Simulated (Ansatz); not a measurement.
Ansatz (a program for electronic structure) input (MP2/6-31G*):

Ansatz 0.2 input:
```yaml
crystal:
  periodic: [false, false, false]
  atoms:
    - {symbol: Mg, position_ang: [-0.00000000, -0.00000000, -1.24137164]}
    - {symbol: Cl, position_ang: [0.00000000, 0.00000000, 0.87626233]}
basis:
  gaussian:
    orbitals: 6-31G*
total_charge: 1
magnetization: {spin_polarized: false}
correlation: {method: mp2, electrons: outside_noble_gas}
relax: {f_tol: 0.003, max_steps: 120}
```

From the last part of the output:

```
mean field evaluation 1: about -17925.4278 eV, gradient 3.1e1 eV
mean field evaluation 2: about -17925.4462 eV, gradient 3.1e1 eV
mean field evaluation 4: about -17928.6676 eV, gradient 7.3e-1 eV
mean field evaluation 8: about -17928.6720 eV, gradient 6.8e-4 eV
mean field -17928.67197365 eV, -658.8665425412 hartree, gradient 1.5e-6 eV, S^2 0.000000; 0 other end points of the search recorded, 0 dependent functions left out
10 core orbitals not correlated
reference -17928.67197365 eV, -658.8665425412 hartree; 4, 4 occupied and 24, 24 virtual orbitals, 349 factors
densities: 0.05 GiB planned
second order -3.93610375 eV of doubles, -0.00000000 eV of singles
the calculation of the forces begins
relax step   1: F+E_penalty+E_count = -17932.60807740 eV  Δ(F+E_penalty+E_count) = +0.000e0 eV  max|allowed force component| = 2.120e-1 eV/Å  Δτ_max = 0.0000 Å  (39 SCF iters, accepted)
these checks for a lower state are left out or cut short: starts, cluster_reference, orbital_swaps, neighbouring_geometries, increment
integrals: 0.00 GiB planned
349 factors; integrals over basis functions are off by at most 2.5e-4 eV
mean field: 0.06 GiB planned
mean field evaluation 16: about -17928.6727 eV, gradient 1.8e-1 eV
mean field -17928.67285573 eV, -658.8665749573 hartree, gradient 8.6e-7 eV, S^2 0.000000; 0 other end points of the search recorded, 0 dependent functions left out
10 core orbitals not correlated
reference -17928.67285573 eV, -658.8665749573 hartree; 4, 4 occupied and 24, 24 virtual orbitals, 349 factors
densities: 0.05 GiB planned
second order -3.93650958 eV of doubles, -0.00000000 eV of singles
the calculation of the forces begins
relax step   2: F+E_penalty+E_count = -17932.60936531 eV  Δ(F+E_penalty+E_count) = -1.288e-3 eV  max|allowed force component| = 2.862e-2 eV/Å  Δτ_max = 0.0054 Å  (39 SCF iters, accepted)
these checks for a lower state are left out or cut short: starts, cluster_reference, orbital_swaps, neighbouring_geometries, increment
integrals: 0.00 GiB planned
349 factors; integrals over basis functions are off by at most 2.5e-4 eV
mean field: 0.06 GiB planned
mean field -17928.67281650 eV, -658.8665735155 hartree, gradient 8.6e-7 eV, S^2 0.000000; 0 other end points of the search recorded, 0 dependent functions left out
10 core orbitals not correlated
reference -17928.67281650 eV, -658.8665735155 hartree; 4, 4 occupied and 24, 24 virtual orbitals, 349 factors
densities: 0.05 GiB planned
second order -3.93657343 eV of doubles, -0.00000000 eV of singles
the calculation of the forces begins
mean field evaluation 32: about -17928.6421 eV, gradient 1.8e-1 eV
relax step   3: F+E_penalty+E_count = -17932.60938993 eV  Δ(F+E_penalty+E_count) = -2.462e-5 eV  max|allowed force component| = 6.367e-4 eV/Å  Δτ_max = 0.0008 Å  (39 SCF iters, accepted)
these checks for a lower state are left out or cut short: cluster_reference
integrals: 0.00 GiB planned
349 factors; integrals over basis functions are off by at most 2.5e-4 eV
mean field: 0.06 GiB planned
mean field -17928.67281650 eV, -658.8665735155 hartree, gradient 8.6e-7 eV, S^2 0.000000; 1 other end points of the search recorded, 0 dependent functions left out
10 core orbitals not correlated
reference -17928.67281650 eV, -658.8665735155 hartree; 4, 4 occupied and 24, 24 virtual orbitals, 349 factors
densities: 0.05 GiB planned
second order -3.93657343 eV of doubles, -0.00000000 eV of singles
the calculation of the forces begins
Total energy: -17932.60938993 eV, -659.0112399207 hartree
Atom 0 at    -0.000000     0.000000    -1.247597 Å, force     0.000000     0.000000    -0.000637 eV/Å
Atom 1 at     0.000000    -0.000000     0.882487 Å, force    -0.000000    -0.000000     0.000637 eV/Å
Dipole moment:     0.000000    -0.000000    -2.207935 e Å
Checks for a lower state left out: cluster_reference
```

The dipole moment of an ion depends on the origin.
